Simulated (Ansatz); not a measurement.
```xyz
12

F     2.237   -0.801   -1.251
B     2.103    0.267   -0.455
N     1.019    0.340    0.414
C    -0.038   -0.637    0.556
Sn   -1.942    0.088   -0.191
H     2.919    1.140   -0.505
H     0.930    1.161    0.990
H    -0.158   -0.938    1.599
H     0.227   -1.528   -0.013
H    -3.204   -1.009    0.162
H    -2.263    1.587    0.570
H    -1.829    0.330   -1.877
```

Charge 0, multiplicity 1. Sn takes the def2 core potential.

Task: List the PBE/def2-TZVPP orbital energies in eV (Ansatz). (Estimate.)

Result: The calculation gave: Occupied: -659.70, -380.97, -270.08, -177.73, -133.02, -88.94, -88.94, -88.93, -29.67, -25.43, -25.42, -25.42, -25.31, -25.31, -22.61, -16.80, -13.73, -12.82, -12.20, -11.77, -10.52, -10.30, -9.84, -8.69, -8.03, -7.86, -7.82, -5.97. Lowest empty: -0.76, -0.35, -0.10, 0.06, 0.25, 0.86, 1.14, 1.53.
